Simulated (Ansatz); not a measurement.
Frontier orbitals of Al$_{2}$Cl$_{2}$H$_{6}$N$_{2}$, SMILES `[Cl][Al@H-]1[NH2+][Al@@H-]([Cl])[NH2+]1`.

```tsv
atom	x (Å)	y (Å)	z (Å)
Cl1	-0.176	1.817	-2.344
Al2	-0.980	0.596	-0.809
N3	-0.092	1.035	0.863
Al4	0.791	-0.695	0.928
Cl5	2.872	-0.405	0.646
N6	-0.021	-1.094	-0.792
H7	-2.539	0.414	-0.643
H8	0.555	1.814	0.783
H9	-0.707	1.240	1.642
H10	0.244	-1.616	2.089
H11	0.655	-1.181	-1.545
H12	-0.601	-1.925	-0.818
```

Charge 0, multiplicity 1. Geometry: relaxed with PBE0-D4/def2-TZVP. Basis def2-TZVPP, Ansatz.

A caution on the coupled-cluster cation, which keeps the state that its UHF reference found: large T1 diagnostic of the cation.

```tsv
functional	HOMO (eV)	LUMO (eV)	gap (eV)
PBE	-6.97	-0.89	6.08
BLYP	-6.85	-0.80	6.05
PBE0	-8.31	-0.13	8.18
BHLYP	-9.57	0.56	10.13
LC-ωPBE	-11.09	1.84	12.93
ωB97M-V	-10.53	1.29	11.82
```

(1) What is the vertical ionisation energy at frozen-core CCSD(T)/CBS(def2)? (Estimate.)

Answers

(1) The calculation gave: 11.08 eV (T1 of the cation 0.084).

A quarter of exact exchange (PBE0) shifts PBE's HOMO by −1.34 eV and its LUMO by +0.76 eV; full exchange at long range (ωB97M-V) shifts them by −3.56 and +2.18 eV. The gap opens from 6.08 to 11.82 eV, since occupied levels lose self-interaction and empty ones feel all the electrons. A positive LUMO is unbound and depends on the basis. −ε(HOMO) differs from that ionisation energy by −4.11 eV with PBE and −0.55 eV with ωB97M-V.

LC-ωPBE has ω = 0.4 bohr⁻¹.
